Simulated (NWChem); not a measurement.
Species: CH₃FOTe; SMILES [Te](OC)F

```xyz
7

Te     0.2921    -0.4825     0.0020
F     -1.6075    -0.8954     0.0128
O      0.1506     1.3820    -0.6056
C     -0.2719     2.3680     0.3127
H      0.3192     2.3601     1.2455
H     -0.1368     3.3423    -0.1825
H     -1.3378     2.2520     0.5710
```
Atoms are numbered in this order, from 1.

Level: PBE0/def2-SVP with def2 effective core potentials on Te (NWChem), optimised geometry, unscaled harmonic frequencies. def2 effective core potentials on Te; no spin-orbit coupling.

Question: List the harmonic frequencies with IR intensities, and the thermochemistry.

Answer: 
| frequency (cm⁻¹) | IR intensity (km/mol) |
|---|---|
| 96 | 6.4 |
| 109 | 0.6 |
| 231 | 13.1 |
| 286 | 2.8 |
| 583 | 44.3 |
| 622 | 49.0 |
| 1102 | 138.1 |
| 1167 | 4.0 |
| 1180 | 5.5 |
| 1448 | 7.9 |
| 1458 | 14.3 |
| 1477 | 12.0 |
| 3026 | 56.7 |
| 3119 | 24.1 |
| 3146 | 11.5 |

```yaml
zero_point_energy: 27.2 kcal/mol
thermal correction to the enthalpy at 298.15 K (with zero-point energy): 31.4 kcal/mol
heat capacity Cv: 16.4 cal/(mol K)
entropy at 298.15 K and 1 atm (symmetry number 1): 79.0 cal/(mol K)
```

Rigid rotor and harmonic oscillator; modes under 100 cm⁻¹ make the entropy uncertain.
